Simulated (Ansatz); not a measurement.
```yaml
crystal:
  periodic: [false, false, false]
  atoms:
    - {symbol: N, position_ang: [-1.147290, 0.646816, 0.622452]}
    - {symbol: Si, position_ang: [0.341423, 0.653097, 1.678341]}
    - {symbol: C, position_ang: [1.249739, -0.704004, 0.857498]}
    - {symbol: Al, position_ang: [-0.302730, -0.948940, -0.438973]}
    - {symbol: Al, position_ang: [-0.028006, -0.170269, -2.895893]}
    - {symbol: H, position_ang: [-2.014463, 0.405709, 1.087898]}
    - {symbol: H, position_ang: [-1.311705, 1.492646, 0.089383]}
    - {symbol: H, position_ang: [-0.144968, 0.422719, 3.063774]}
    - {symbol: H, position_ang: [0.906297, 2.023781, 1.562504]}
    - {symbol: H, position_ang: [2.195669, -0.398197, 0.409264]}
    - {symbol: H, position_ang: [1.420524, -1.574875, 1.492524]}
    - {symbol: H, position_ang: [-1.289170, -2.154747, -0.057460]}
    - {symbol: H, position_ang: [-0.543523, 1.281238, -3.363790]}
    - {symbol: H, position_ang: [0.655304, -1.004175, -4.078722]}
basis:
  gaussian: {orbitals: def2-mTZVP}
hamiltonian: {xc: {name: CCSD(T)}, pseudopotentials: {relativity: scalar}}
scf: {lower_state_search: off}
output: {forces: true}
```

```sh
$ ansatz run in.yaml --threads 4 --pin off --events-out ev --progress --plain --max-ram 10444MiB
```

(1) How does Ansatz answer? (Best estimate.)

Results:

(1) The calculation gave: The program refused the input.
```
Error: YAML parse error: error: line 20 column 19: hamiltonian.xc: no functional is named "CCSD(T)"; the names, which are not case-sensitive, are SVWN5, SPW92, PBE, PBE0, PBEsol, revPBE, revPBE0, RPBE, rPW86-PBE, HSE06, wPBEh, LC-wPBE, HISS, HF, BLYP, B3LYP, B3LYP5, BHLYP, CAM-B3LYP, r2SCAN, r2SCANh, r2SCAN0, r2SCAN50, m-r2SCAN, B97, wB97, wB97X, wB97X-V, B97M-V, wB97M-V, B2PLYP, B2GP-PLYP, PBE0-DH, PBE-QIDH
18 | basis:
19 |   gaussian: {orbitals: def2-mTZVP}
20 | hamiltonian: {xc: {name: CCSD(T)}, pseudopotentials: {relativity: scalar}}
21 | scf: {lower_state_search: off}
22 | output: {forces: true}
```

HSE06 is defined as in plane-wave codes.
